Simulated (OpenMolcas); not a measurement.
# Si2+: effect of the level shift or regulariser

| Property | Result |
| --- | --- |
| Program | OpenMolcas |
| Basis | ANO-R2 [5s4p3d1f] |
| Scalar Hamiltonian | X2C, finite nucleus |
| Active space | 2 electrons in 8 orbitals (3s 3p 4s 4p) |
| State averaging | 2S+1 = 3 even, 3 roots; 2S+1 = 1 even, 7 roots; 2S+1 = 3 odd, 3 roots; 2S+1 = 1 odd, 3 roots |
| Spin-orbit coupling | state interaction with AMFI integrals over the reference wave functions, term energies averaged over their components |

Methods on the same reference wave functions:
A. CASSCF
B. MS-CASPT2, IPEA 0.25 Eh, imaginary shift 0.1 Eh (closed shells correlated: 2s 2p)
C. MS-CASPT2, IPEA 0.25 Eh, sigma2 regulariser 0.3 Eh (closed shells correlated: 2s 2p)

Energies in cm-1 above 3s2 1S0, the measured ground level; measured values from NIST levels in Kelleher and Podobedova, J. Phys. Chem. Ref. Data 37, 1285 (2008).

| Level | A | B | C | Measured |
| --- | --- | --- | --- | --- |
| 3s2 1S0 | 0.0 | 0.0 | 0.0 | 0.0 |
| 3s 3p 3P* 0 | 52427 | 52183 | 52183 | 52725 |
| 3s 3p 3P* 1 | 52536 | 52292 | 52293 | 52853 |
| 3s 3p 3P* 2 | 52757 | 52513 | 52513 | 53115 |
| 3s 3p 1P* 1 | 93129 | 84307 | 84307 | 82884 |
| 3p2 3P0 | 130184 | 129171 | 129171 | 129708 |
| 3p2 3P1 | 130294 | 129282 | 129282 | 129842 |
| 3p2 3P2 | 130508 | 129523 | 129537 | 130101 |
| 3p2 1D2 | 141256 | 128574 | 128904 | 122215 |

Deviations, from unrounded energies. A percentage is the sum of absolute deviations over the sum of measured energies, with the sign that they share, or ± where signs differ.

| Against measurement | Levels | A | B | C |
| --- | --- | --- | --- | --- |
| mean absolute deviation (cm-1) | 8 | 3900 | 1400 | 1400 |
| other configurations (%) | 8 | ±4.2 | ±1.5 | ±1.5 |

B, C lie about equally close to measurement and A furthest from it. The largest miss of B in the table is 3p2 1D2, by +6400 cm-1. The ranking rests on the paired levels alone, and a cruder setting can come out closer through cancelling errors.

Between B and C the level of the table that moves most is 3p2 1D2, by 330 cm-1 (lowest in B, highest in C).

The lowest spin-free term lies below A's lowest term by 0.221 hartree in B, 0.221 hartree in C.

Over all roots computed the reference weight is 0.89 to 0.99 in B, 0.91 to 0.99 in C; the roots of lowest weight are the least certain, and an intruder state may touch them. Active for correlation alone: 4p 4s; no level in the range computed is led by a configuration that fills them, so any true level of that kind is missing. The ¹D term of p² mixes with s d, which this space lacks. Some levels mix across a computed gap that differs much from the measured one, so their mixing is not that of the real levels (holds for C). Measured partners are found by configuration, term and J. A level has none where our copy of the source lacks it or the pairing is in doubt (some pairs that miss far off the trend of their configuration count as doubtful), and it then counts in no deviation. Only configurations of the active space appear. Levels that lie high or do not pair safely by name in every column are left out.

* marks odd parity.
